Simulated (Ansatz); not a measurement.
Species: 1-ethenyl-1,3,2,4-diazadisiletidine, C2H8N2Si2 (charge 0, singlet). SMILES: C=CN1[SiH2]N[SiH2]1
Geometry from a B3LYP-D3(BJ)/def2-TZVP (Ansatz, a first-principles code) optimisation:
```
N
C 1 1.3833
C 2 1.3345 1 126.14
H 3 1.0794 2 120.47 1 -180.00
H 3 1.0838 4 117.42 2 -180.00
H 2 1.0866 3 119.10 4 0.00
Si 1 1.7474 2 133.94 6 0.00
N 7 1.7307 1 86.37 2 180.00
H 8 1.0016 7 132.84 1 180.00
Si 8 1.7337 9 132.79 7 180.00
H 10 1.4821 8 116.12 9 64.22
H 10 1.4821 11 107.91 1 -129.39
H 7 1.4834 8 116.22 9 64.04
H 7 1.4834 13 107.52 1 -129.14
```
Charge 0, spin multiplicity 1.

Atomisation energy built up term by term with Ansatz (kcal/mol; UHF references for open shells; valence terms freeze the core; atomic spin-orbit terms are left out). CBS(X,Y): correlation extrapolated as X^-3; Hartree-Fock from the larger set.

| term | basis | kcal/mol |
|---|---|---|
| Hartree-Fock | cc-pV(Q+d)Z | 905.47 |
| CCSD correlation | CBS(cc-pV(T+d)Z,cc-pV(Q+d)Z) | ? |
| (T) | CBS(cc-pV(T+d)Z,cc-pV(Q+d)Z) | ? |
| core correlation | cc-pwCVTZ | 3.71 |
| scalar relativity (X2C) | cc-pVTZ-DK against cc-pVTZ | -2.40 |
| sum: De |  | ? |

Task: Fill in the missing entries.

Result: 
- CCSD correlation, kcal/mol: 332.61
- (T), kcal/mol: 21.72
- sum: De, kcal/mol: 1261.1
